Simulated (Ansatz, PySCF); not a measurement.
C5H9B (SMILES C=CB(C)C=C), singlet, at a GFN2-xTB geometry. Base run: CASSCF(6,6)/STO-3G (PySCF).

Input for PySCF:
```python
from pyscf import gto, scf, mcscf
import numpy

mol = gto.Mole()
mol.atom = '''
    B    -0.22712162    0.01249261    0.35002049
    C    -0.63374445    0.88779935    1.60076801
    H    -1.00464257    0.29698827    2.43532340
    H    -1.37575981    1.64916320    1.37100630
    H     0.24837229    1.41729752    1.96388431
    C     0.13463754   -1.48661965    0.56167135
    C     0.88543811   -2.21654313   -0.26109848
    H    -0.20970809   -1.97537472    1.46880452
    H     1.14834849   -3.24457246   -0.05902050
    H     1.28930395   -1.80496812   -1.17265172
    C    -0.14857759    0.64018338   -1.07201471
    C    -0.04254830    1.94319120   -1.32446150
    H    -0.15576272   -0.02311233   -1.93164104
    H     0.04022925    2.34206101   -2.32491332
    H    -0.01600443    2.67198786   -0.53008261
'''
mol.basis = 'sto-3g'
mol.verbose = 4
mol.build()

mf = scf.RHF(mol)
mf.kernel()
mc = mcscf.CASSCF(mf, 6, 6)
mc.fix_spin_(ss=0.0)
mc.kernel()
occ = numpy.linalg.eigvalsh(mc.fcisolver.make_rdm1(mc.ci, mc.ncas, mc.nelecas))[::-1]
ss = mc.fcisolver.spin_square(mc.ci, mc.ncas, mc.nelecas)[0]
print('natural occupations', occ.round(4), ' <S^2>', round(ss, 4))
```

Programs used: Ansatz (a quantum-chemistry and plane-wave program), PySCF; a row that names a program was run with it.

Each row names what was changed in the base input (with any setting that the change needs).

```json
[
 {"change": "base", "ΔE vs base (kcal/mol)": "0.000", "natural occupations": "1.99 1.89 1.88 0.12 0.11 0.01", "<S^2> of the state": "0.00"},
 {"change": "state_average = 2 states", "ΔE vs base (kcal/mol)": "9.37", "natural occupations": "-", "<S^2> of the state": "-"},
 {"change": "start = MP2 natural orbitals", "ΔE vs base (kcal/mol)": "-7.27", "natural occupations": "1.98 1.90 1.88 0.12 0.10 0.02", "<S^2> of the state": "0.00"},
 {"change": "code = ansatz", "ΔE vs base (kcal/mol)": "-7.25", "natural occupations": "-", "<S^2> of the state": "-"},
 {"change": "active space = 6 electrons, 4 orbitals", "ΔE vs base (kcal/mol)": "33.75", "natural occupations": "2.00 2.00 1.88 0.12", "<S^2> of the state": "0.00"},
 {"change": "fix_spin_ = off", "ΔE vs base (kcal/mol)": "0.000", "natural occupations": "1.99 1.89 1.88 0.12 0.11 0.01", "<S^2> of the state": "0.00"},
 {"change": "active space = 8 electrons, 6 orbitals", "ΔE vs base (kcal/mol)": "7.35", "natural occupations": "2.00 2.00 1.89 1.88 0.13 0.11", "<S^2> of the state": "0.00"},
 {"change": "active space = 6 electrons, 8 orbitals", "ΔE vs base (kcal/mol)": "-8.47", "natural occupations": "1.98 1.90 1.88 0.12 0.10 0.02 0.00 0.00", "<S^2> of the state": "0.00"},
 {"change": "orbitals = fixed (CASCI)", "ΔE vs base (kcal/mol)": "11.14", "natural occupations": "2.00 1.89 1.88 0.12 0.11 0.00", "<S^2> of the state": "0.00"},
 {"change": "solver = newton", "ΔE vs base (kcal/mol)": "0.000", "natural occupations": "1.99 1.89 1.88 0.12 0.11 0.01", "<S^2> of the state": "0.00"},
 {"change": "code = ansatz; correction = SC-NEVPT2, all electrons", "ΔE vs base (kcal/mol)": "-152.8", "natural occupations": "-", "<S^2> of the state": "-"}
]
```

Active orbitals are taken around the Fermi level unless the row says otherwise; CASSCF can end in different local minima, and two programs can end on different orbitals. State-averaged rows give the lowest state.

Ansatz warned in this series: other orbitals give a lower active-space energy.
